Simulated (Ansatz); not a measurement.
`[GeH3][SnH3]` → `[GeH3]`• + `[SnH3]`• at 400 K and 1 bar (homolysis of the Ge–Sn bond).

Computed with Ansatz on PBE0-D4/def2-TZVP structures; ΔE is electronic, products minus reactants. CCSD(T)/CBS is the MP2 limit (def2-TZVPP, def2-QZVPP) plus CCSD(T) − MP2 in def2-TZVPP, frozen cores. Open shells (•) are unrestricted, without spin–orbit coupling. Elements past krypton have def2 core potentials. For Ge, Sn outer-core shells are correlated without core-valence functions, which leaves a few kJ/mol of doubt a bond. Scalar relativity is left out up to krypton.

| species | CCSD(T)/CBS energy (Eh) | H − E (kJ/mol) | S (J/(mol·K)) |
| --- | --- | --- | --- |
| `[GeH3][SnH3]` | -2293.72326 | 141.1 | 348.5 |
| `[GeH3]`• | -2077.84911 | 67.8 | 242.7 |
| `[SnH3]`• | -215.76138 | 62.0 | 253.8 |

H − E and S are ideal-gas, rigid-rotor, harmonic terms from PBE0-D4/def2-TZVP, with the whole ground term of open shells counted as degenerate. 1 Eh = 2625.50 kJ/mol, R = 8.31446 J/(mol·K).

Task: By hand: ΔE, ΔH, ΔS and ΔG.

Result: ΔE = (-2077.84911) + (-215.76138) − (-2293.72326) = 0.11277 Eh = 296.1 kJ/mol. Δ(H − E) = 67.8 + 62.0 − 141.1 = -11.3, so ΔH = 284.8 kJ/mol. ΔS = 242.7 + 253.8 − 348.5 = 148.0 J/(mol·K). ΔG = 284.8 − 400 × (148.0)/1000 = 225.6 kJ/mol.

Task: By hand: the equilibrium constant, and the temperature at which ΔG would vanish if ΔH and ΔS stayed fixed.

Result: log₁₀ K = −ΔG/(RT ln 10) = -29.5. ΔG = 0 at ΔH/ΔS = 1924 K.

The number of gas molecules changes by +1, which sets the sign of ΔS. A doubt of 5 kJ/mol in ΔE shifts log₁₀ K by 0.7 here. These are equilibria of isolated gas molecules and say nothing of rates. Largest T1 diagnostic: 0.015 (customary marks: 0.02 for closed shells, 0.045 for open ones).
